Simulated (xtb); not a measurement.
Cl$_{2}$Sn, charge -1, doublet, at a GFN2-xTB geometry (such geometries of metal compounds can be far from the true shape) (a state made from the parent by changing its charge; the spin is typed, not shown lowest), atoms displaced at random by about 0.1 Å a coordinate; GFN1-xTB (xtb 6.7.1).

Input for xtb:
```
$ xtb mol.xyz --gfn 1 --chrg -1 --uhf 1 --opt sloppy --json

# file mol.xyz
3

Sn     0.02683539    -0.04022060     0.71499321
Cl     1.31474751     1.76502817    -0.95491539
Cl    -1.33161725    -1.45594000    -0.99043623
```

Output, abridged:

```
   ID    Z sym.   atoms
    1   50 Sn     1
    2   17 Cl     2, 3

           -------------------------------------------------
          |                Calculation Setup                |
           -------------------------------------------------

           -------------------------------------------------
          |                 G F N 1 - x T B                 |
           -------------------------------------------------

          ...................................................
          :                      SETUP                      :
          :.................................................:
          :  # basis functions                  30          :
          :  # atomic orbitals                  27          :
          :  # shells                            9          :
          :  # electrons                        19          :
          :  # halogen bonds                     0          :
          :  max. iterations                   250          :
          :  Hamiltonian                  GFN1-xTB          :
          :  restarted?                      false          :
          :  GBSA solvation                  false          :
          :  PC potential                    false          :
          :  electronic temp.          300.0000000     K    :
          :  accuracy                    1.0000000          :
          :  -> integral cutoff          0.2500000E+02      :
          :  -> integral neglect         0.1000000E-07      :
          :  -> SCF convergence          0.1000000E-05 Eh   :
          :  -> wf. convergence          0.2000000E-04 e    :
          :  Broyden damping             0.4000000          :
          :  net charge                         -1          :
          :  unpaired electrons                  1          :
          ...................................................

 iter      E             dE          RMSdq      gap      omega  full diag
   1    -11.2919090 -0.112919E+02  0.468E+00    1.23       0.0  T
   2    -11.2954614 -0.355247E-02  0.228E+00    1.27       1.0  T
   3    -11.2956621 -0.200646E-03  0.390E-01    1.28       1.0  T
   4    -11.2956965 -0.344430E-04  0.189E-02    1.28       3.1  T
   5    -11.2956967 -0.179501E-06  0.648E-03    1.28       8.9  T
   6    -11.2956967 -0.223437E-07  0.754E-04    1.28      76.6  T
   7    -11.2956967  0.453717E-10  0.567E-04    1.28     101.9  T
   8    -11.2956967 -0.275010E-09  0.441E-07    1.28  100000.0  T
   9    -11.2956967  0.355271E-14  0.208E-07    1.28  100000.0  T

   *** convergence criteria satisfied after 9 iterations ***

         :::::::::::::::::::::::::::::::::::::::::::::::::::::
         ::                     SUMMARY                     ::
         :::::::::::::::::::::::::::::::::::::::::::::::::::::
         :: total energy             -11.296274227421 Eh    ::
         :: gradient norm              0.031622937522 Eh/a0 ::
         :: HOMO-LUMO gap              1.275449004537 eV    ::
         ::.................................................::
         :: SCC energy               -11.295696729721 Eh    ::
         :: -> electrostatic           0.094367821662 Eh    ::
         :: repulsion energy           0.000555056046 Eh    ::
         :: dispersion energy         -0.001132553746 Eh    ::
         :: halogen bond corr.         0.000000000000 Eh    ::
         :: add. restraining           0.000000000000 Eh    ::
         :: total charge              -1.000000000000 e     ::
         :::::::::::::::::::::::::::::::::::::::::::::::::::::

      -----------------------------------------------------------
     |                   =====================                   |
     |                        A N C O P T                        |
     |                   =====================                   |
     |               Approximate Normal Coordinate               |
     |                Rational Function Optimizer                |
      -----------------------------------------------------------
      -----------------------------------------------------------
     |                   =====================                   |
     |                        A N C O P T                        |
     |                   =====================                   |
     |               Approximate Normal Coordinate               |
     |                Rational Function Optimizer                |
      -----------------------------------------------------------

          ...................................................
          :                      SETUP                      :
          :.................................................:
          :   optimization level            sloppy          :
          :   max. optcycles                   200          :
          :   ANC micro-cycles                  20          :
          :   degrees of freedom                 3          :
          :.................................................:
          :   RF solver                   davidson          :
          :   write xtbopt.log                true          :
          :   linear?                        false          :
          :   energy convergence         0.1000000E-03 Eh   :
          :   grad. convergence          0.6000000E-02 Eh/α :
          :   maxmium RF displ.          1.0000000          :
          :   Hlow (freq-cutoff)         0.1000000E-01      :
          :   Hmax (freq-cutoff)         5.0000000          :
          :   S6 in model hess.         20.0000000          :
          ...................................................

generating ANC from exact Hessian ...
Using Lindh-Hessian (1995)
 Shifting diagonal of input Hessian by    8.9739909826024068E-003
 Lowest  eigenvalues of input Hessian
    0.000000    0.000000    0.000000    0.000000    0.000000    0.010000
    0.000000    0.025442    0.038611
 Highest eigenvalues
    0.000000    0.000000    0.010000    0.000000    0.025442    0.038611

[...]
 * total energy  :   -11.2962742 Eh     change       -0.3552714E-14 Eh
 * total energy  :   -11.2839650 Eh     change        0.1230924E-01 Eh
 * total energy  :   -11.3006970 Eh     change       -0.1673207E-01 Eh
 * total energy  :   -11.3002830 Eh     change        0.4140644E-03 Eh
 * total energy  :   -11.3007752 Eh     change       -0.4921675E-03 Eh
 * total energy  :   -11.3007773 Eh     change       -0.2139235E-05 Eh
   *** GEOMETRY OPTIMIZATION CONVERGED AFTER 6 ITERATIONS ***
[...]
          :  # basis functions                  30          :
          :  # atomic orbitals                  27          :
          :  # shells                            9          :
          :  # electrons                        19          :
          :  # halogen bonds                     0          :
          :  max. iterations                   250          :
          :  Hamiltonian                  GFN1-xTB          :
          :  restarted?                      false          :
          :  GBSA solvation                  false          :
          :  PC potential                    false          :
          :  electronic temp.          300.0000000     K    :
          :  accuracy                    1.0000000          :
          :  -> integral cutoff          0.2500000E+02      :
          :  -> integral neglect         0.1000000E-07      :
          :  -> SCF convergence          0.1000000E-05 Eh   :
          :  -> wf. convergence          0.2000000E-04 e    :
          :  Broyden damping             0.4000000          :
          :  net charge                         -1          :
          :  unpaired electrons                  1          :
          ...................................................

 iter      E             dE          RMSdq      gap      omega  full diag
   1    -11.3006241 -0.113006E+02  0.329E-07    1.51       0.0  T
   2    -11.3006241 -0.142109E-13  0.210E-07    1.51  100000.0  T
   3    -11.3006241  0.142109E-13  0.481E-08    1.51  100000.0  T

   *** convergence criteria satisfied after 3 iterations ***

         :::::::::::::::::::::::::::::::::::::::::::::::::::::
         ::                     SUMMARY                     ::
         :::::::::::::::::::::::::::::::::::::::::::::::::::::
         :: total energy             -11.300777291782 Eh    ::
         :: gradient norm              0.000316524268 Eh/a0 ::
         :: HOMO-LUMO gap              1.512485480643 eV    ::
         ::.................................................::
         :: SCC energy               -11.300624139891 Eh    ::
         :: -> electrostatic           0.091988693438 Eh    ::
         :: repulsion energy           0.000977259011 Eh    ::
         :: dispersion energy         -0.001130410901 Eh    ::
         :: halogen bond corr.         0.000000000000 Eh    ::
         :: add. restraining           0.000000000000 Eh    ::
         :: total charge              -1.000000000000 e     ::
         :::::::::::::::::::::::::::::::::::::::::::::::::::::

           -------------------------------------------------
          |                Property Printout                |
           -------------------------------------------------

    * Orbital Energies and Occupations

         #    Occupation            Energy/Eh            Energy/eV
      -------------------------------------------------------------
         1        2.0000           -0.7471683             -20.3315
         2        2.0000           -0.6892305             -18.7549
         3        2.0000           -0.6801906             -18.5089
         4        2.0000           -0.3236178              -8.8061
         5        2.0000           -0.3090993              -8.4110
         6        2.0000           -0.3063749              -8.3369
         7        2.0000           -0.3027323              -8.2378
         8        2.0000           -0.3009425              -8.1891
         9        2.0000           -0.2937228              -7.9926
        10        1.0000           -0.1137105              -3.0942 (HOMO)
        11                         -0.0581277              -1.5817 (LUMO)
        12                         -0.0446233              -1.2143
        13                          0.1051282               2.8607
        14                          0.1184277               3.2226
        15                          0.1186717               3.2292
        16                          0.1647721               4.4837
        17                          0.1699452               4.6244
        18                          0.1734668               4.7203
        19                          0.1736280               4.7247
        20                          0.1740845               4.7371
        21                          0.1766185               4.8060
       ...                                ...                  ...
        27                          0.4782496              13.0138
      -------------------------------------------------------------
                  HL-Gap            0.0555828 Eh            1.5125 eV
             Fermi-level           -0.1448179 Eh           -3.9407 eV

  Mulliken/CM5 charges         n(s)   n(p)   n(d)
     1Sn    0.15625  0.16266   2.000  1.651  0.193
     2Cl   -0.57862 -0.58182   1.965  5.614  0.000
     3Cl   -0.57763 -0.58084   1.965  5.613  0.000

Wiberg/Mayer (AO) data.
largest (>0.10) Wiberg bond orders for each atom

 ---------------------------------------------------------------------------
     #   Z sym  total        # sym  WBO       # sym  WBO       # sym  WBO
 ---------------------------------------------------------------------------
     1  50 Sn   1.466 --     3 Cl   0.734     2 Cl   0.732
     2  17 Cl   0.743 --     1 Sn   0.732
     3  17 Cl   0.745 --     1 Sn   0.734
 ---------------------------------------------------------------------------

Topologies differ in total number of bonds
Writing topology from bond orders to xtbtopo.mol

 dipole moment from electron density (au)
     X       Y       Z
   0.0904  -0.3185   2.6704  total (Debye):    6.839

optimized geometry written to: xtbopt.xyz

           -------------------------------------------------
          | TOTAL ENERGY              -11.300777291782 Eh   |
          | GRADIENT NORM               0.000316524268 Eh/α |
          | HOMO-LUMO GAP               1.512485480643 eV   |
           -------------------------------------------------

normal termination of xtb
```
